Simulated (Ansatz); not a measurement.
System: sum formula AlH2Br, charge 0, multiplicity 1. 
Coordinates optimised at B3LYP-D3(BJ)/def2-TZVP (Ansatz, an electronic-structure program):
```
Al
H 1 1.5694
H 1 1.5694 2 124.82
Br 1 2.2670 2 117.59 3 180.00
```

Basis-set convergence of Hartree-Fock and CCSD correlation energies (hartree) with Ansatz. Cores are frozen in the correlated levels unless marked. No spin-orbit coupling. The frozen core is the preceding noble-gas configuration, with the filled d and f shells of earlier blocks. No relativistic terms.

```
basis       functions        E(HF)  E(corr, CCSD)
----------  ---------  -----------  -------------
def2-SVP           60  -2815.16396       -0.21125
def2-TZVPP        118  -2815.56529       -0.27188
def2-QZVPP        219  -2815.62183       -0.29411
```

Extrapolating the two largest sets (X = 3 and 4) as X^-3: E(corr) = (64·(-0.29411) - 27·(-0.27188))/37 = -0.3103 Eh, an estimate of the basis-set limit. The largest set recovers 94.8 % of it, the smallest 68.1 %.
